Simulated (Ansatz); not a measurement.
`[O]=[Mo]([OH])(=[S])[Cl]` at its PBE0-D4/def2-TZVP geometry, where that method's forces vanish. The species carries charge 0 and has multiplicity 1. Mo takes the def2 core potential.

```xyz
6

O     0.9730   -1.2020   -1.2232
Mo    0.0789   -0.0688   -0.3972
O    -0.1558   -0.6453    1.3501
S     1.1218    1.7558   -0.4142
Cl   -1.8988    0.2169   -1.4258
H    -0.1190   -0.0566    2.1102
```

Question: What forces (eV/Å) does r2SCAN-D4/def2-TZVPP give on these atoms in Ansatz? (Estimate.)

Answer: The calculation gave: 
```
O1   0.406 -0.539 -0.355
Mo2 -0.482  0.267  0.159
O3  -0.026 -0.171  0.239
S4   0.242  0.394  0.004
Cl5 -0.142  0.002 -0.070
H6   0.001  0.046  0.023
```
